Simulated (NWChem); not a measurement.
Molecule: CHFO3Si; SMILES O1[SiH](OC1=O)F

```xyz
7

O     -0.3766     2.3882     0.0000
C     -0.0997     1.2322     0.0000
O      0.1081     0.3935     1.1018
Si     0.4311    -0.8742     0.0000
F     -0.6636    -2.0592     0.0000
O      0.1081     0.3935    -1.1018
H      1.7822    -1.4735     0.0000
```
Atoms are numbered in this order, from 1.

Computed with NWChem. Pople sets run with spherical d functions. Coordinates come from a PBE-D3(BJ)/def2-SVP optimisation. Atomic charges in e: unrestrained fits to the electrostatic potential beside Mulliken populations; buried atoms are poorly determined by the fit.

Q: Estimate the computed values for Hartree-Fock/6-31G*. Quantities: ESP O1; Mulliken O1; ESP C2; Mulliken C2; ESP O3; Mulliken O3; ESP Si4; Mulliken Si4; ESP F5; Mulliken F5; relative RMS misfit of the potential (%).

A: The ESP O1 comes out as -0.53 and the Mulliken O1 comes out as -0.51. The ESP C2 is 0.96, the Mulliken C2 comes out as 1.11 and the ESP O3 comes out as -0.62. The Mulliken O3 is -0.75, the ESP Si4 is 1.33 and the Mulliken Si4 is 1.49. The ESP F5 comes out as -0.36 and the Mulliken F5 is -0.50. The relative RMS misfit of the potential (%) is 14.
